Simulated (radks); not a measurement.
Removal energies from the vanadium ion V12+, [Ne] 3s1, by Delta-SCF beside the eigenvalue of the level emptied. Calculated with a radial shooting solver on a logarithmic mesh with Libxc functionals: Dirac Kohn-Sham, relativistic LDA (MacDonald-Vosko exchange, VWN5 correlation), spin-unpolarised, spherical densities, finite nucleus; Fermi nuclear charge, rms radius of each element as measured or else 0.836 A^(1/3) + 0.57 fm. Sub-shells are occupied by j as written (lower j first in brackets).

removed from              final configuration  Delta-SCF (eV)  -eigenvalue (eV)
3s1/2                                    [Ne]          335.72            322.91
2p3/2         [He] 2s2 2p(1/2: 2, 3/2: 3) 3s1          857.23            816.72
2p1/2         [He] 2s2 2p(1/2: 1, 3/2: 4) 3s1          864.88            824.02
2s1/2                        [He] 2s1 2p6 3s1          949.78            913.73
